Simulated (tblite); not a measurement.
Compound: C₇H₁₃OPS.
Bonds: C1–C2, C2–P3, P3–S4 (double), P3–C5, C5–C6, C6–C7, C7–O8 (double), C7–C9, C9–C10, P3–C10. Hydrogens: H11, H12, H13 on C1; H14, H15 on C2; H16, H17 on C5; H18, H19 on C6; H20, H21 on C9; H22, H23 on C10.

A start from a force field or distance geometry was refined with tblite 0.8.0, GFN2-xTB geometry optimisation, gas phase. Values at the start:

```csv
coordinate,start
C1–C2,1.500 Å
C1–H11,1.102 Å
C2–P3,1.808 Å
C2–H14,1.103 Å
P3=S4,1.955 Å
P3–C5,1.812 Å
P3–C10,1.805 Å
C5–C6,1.521 Å
C5–H16,1.102 Å
C5–H17,1.099 Å
C6–C7,1.516 Å
C6–H18,1.093 Å
C6–H19,1.101 Å
C7=O8,1.239 Å
C1–C2–P3,115.5°
C2–P3–C5,103.9°
P3–C5–C6,111.8°
S4–P3–C5,115.5°
S4–P3–C10,115.5°
C5–C6–C7,109.9°
C6–C7–O8,121.7°
C6–C7–C9,117.3°
C1–C2–P3–S4,-61°
C2–P3–C5–C6,161°
C2–P3–C10–C9,-161°
C7–C9–C10–P3,59°
```

Question: How do these coordinates change at the GFN2-xTB level?

Answer: 
| coordinate | GFN2-xTB (Å or °) | change |
| --- | --- | --- |
| P3–C10 | 1.847 | +0.042 |
| C2–P3 | 1.850 | +0.042 |
| C7=O8 | 1.204 | -0.035 |
| P3–C5 | 1.847 | +0.035 |
| C1–C2 | 1.522 | +0.022 |
| P3=S4 | 1.937 | -0.018 |
| C1–H11 | 1.088 | -0.014 |
| C2–H14 | 1.092 | -0.011 |
| C5–H16 | 1.092 | -0.010 |
| C5–C6 | 1.530 | +0.009 |
| C6–H19 | 1.092 | -0.009 |
| C5–H17 | 1.093 | -0.006 |
| C6–H18 | 1.095 | +0.002 |
| C6–C7 | 1.514 | -0.002 |
| C1–C2–P3 | 110.1 | -5.4 |
| P3–C5–C6 | 107.8 | -4.0 |
| C6–C7–C9 | 114.8 | -2.5 |
| C2–P3–C5 | 105.8 | +1.9 |
| S4–P3–C5 | 114.3 | -1.2 |
| C5–C6–C7 | 111.0 | +1.1 |
| C6–C7–O8 | 122.6 | +0.9 |
| S4–P3–C10 | 114.6 | -0.9 |
| C2–P3–C10–C9 | -167 | -6 |
| C2–P3–C5–C6 | 166 | +5 |
| C1–C2–P3–S4 | -57 | +4 |
| C7–C9–C10–P3 | 63 | +4 |

The energy falls by 19.3 kJ/mol over 72 L-BFGS steps, the largest force on an atom goes from 2.49 to 0.009 eV/Å, and the atoms move by 0.162 Å rms after alignment. Among the bonds, C2–P3 and P3–C10 change most and about equally (+0.042 Å). Bonds longer at the end by more than 0.005 Å: 7 of 23; shorter: 10. Among the dihedrals that turn most is H12–C1–C2–P3, from 62° to 50°. Rotational constants go from 1592, 679.3, 617.5 to 1655, 674.1, 625.2 MHz.

Its GFN2-xTB frequencies are all real (lowest 50 cm⁻¹). The numbers are those of one conformer.

These are computed values.
